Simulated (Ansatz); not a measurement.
Frontier orbitals of `F[CH](S)[AlH][SiH3]`.

Total charge 0; spin multiplicity 1. All single points use the PBE0-D4/def2-TZVP geometry. It is one conformer, not always the lowest. Basis def2-TZVPP, the Gaussian-basis code of Ansatz.

```csv
functional,HOMO (eV),LUMO (eV),gap (eV)
PBE,-6.19,-1.90,4.29
revPBE,-6.13,-1.81,4.32
BLYP,-6.06,-1.74,4.32
PBE0,-7.41,-1.18,6.23
r2SCAN0,-7.58,-1.05,6.53
HSE06 (plane-wave form),-7.01,-1.54,5.47
ωB97X-V,-9.69,0.71,10.40
ωB97M-V,-9.53,0.44,9.97
```

From PBE to PBE0 the HOMO moves by −1.22 eV and the LUMO by +0.72 eV, and with ωB97M-V by −3.34 and +2.34 eV, so the gap grows from 4.29 to 9.97 eV with exact exchange. A positive LUMO is unbound and depends on the basis.
